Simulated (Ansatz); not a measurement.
Relaxation of BH3OS2Si (8 atoms, charge 0, multiplicity 1), to a largest force component of 0.015 eV/Å in at most 40 steps.

Computed with Ansatz 0.2.0, RKS CAM-B3LYP-D4/def2-SVP.

```xyz
8
Properties=species:S:1:pos:R:3:forces:R:3
O -0.021 1.154 1.678 -1.08 1.78 -3.22
B 0.700 0.558 0.605 -1.90 0.45 1.31
Si 2.427 1.292 0.062 0.05 -0.03 -0.89
S 3.820 1.077 1.532 1.16 0.48 2.13
S 3.957 -0.181 -0.148 -0.03 -0.46 -0.99
H -0.619 1.895 1.200 1.83 -2.38 1.88
H 0.213 -0.375 0.009 -0.04 -0.18 0.14
H 2.519 2.499 -0.755 0.01 0.35 -0.36
```

Q: Where does it end, and by what steps?

A: It converged. The force dipped under the threshold on the way, but the program's further checks kept it going. After 21 steps the energy has fallen by 1.325 eV; H7 moved furthest, 1.23 Å.

```csv
step,energy less start (eV),largest force component (eV/Å),accepted
0,0.0000,3.218,yes
1,-0.3436,2.224,yes
2,-0.4889,1.570,yes
3,-0.6844,1.620,yes
4,-0.7864,3.804,yes
5,-1.2058,0.719,yes
6,-1.2084,0.931,yes
7,-1.2579,0.167,yes
8,-1.2582,0.332,yes
9,-1.2771,0.259,yes
10,-1.2965,0.242,yes
11,-1.3103,0.130,yes
12,-1.3180,0.040,yes
13,-1.3154,0.457,no
14,-1.3210,0.035,yes
15,-1.3215,0.148,yes
16,-1.3227,0.152,yes
17,-1.3245,0.016,yes
18,-1.3248,0.004,yes
19,-1.3250,0.056,yes
20,-1.3251,0.022,yes
21,-1.3252,0.006,yes
```

```xyz
8
Properties=species:S:1:pos:R:3
O -0.314 1.648 0.684
B 0.713 0.789 0.770
Si 2.546 1.382 0.198
S 4.130 0.560 1.357
S 3.740 -0.156 -0.659
H -1.160 1.286 0.980
H 0.566 -0.338 1.185
H 2.775 2.748 -0.332
```

The run took 72 s on 2 threads of Arm Neoverse V1, with other jobs on the host, peak memory 0.25 GiB.
